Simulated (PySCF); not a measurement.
pentafluorosilicate (F₅Si), SMILES F[Si-](F)(F)(F)F, charge -1. Atoms are numbered in the order given.

```xyz
6

F      0.0000     0.0000    -1.6953
Si     0.0000     0.0000     0.0000
F     -1.6618     0.0000     0.0000
F      0.8309    -1.4392     0.0000
F      0.8309     1.4392     0.0000
F      0.0000     0.0000     1.6953
```
Charge -1, spin multiplicity 1.

Geometry optimised at TPSSh-D3(BJ)/def2-SVPD.

Method: B3LYP/def2-SVPD in PySCF.

Gas-phase values at a fixed geometry.

The total energy is -788.66504 hartree and the point group comes out as D3h. The highest occupied level comes out as -5.08 eV, the lowest empty level comes out as 4.25 eV and the orbital gap comes out as 9.33 eV. The dipole moment about the centre of nuclear charge is 0.00 D and the mean static polarisability is 31.9 bohr³ (4.73 Å³). The polarisability, principal values comes out as 31.5, 31.5, 32.6 bohr³.
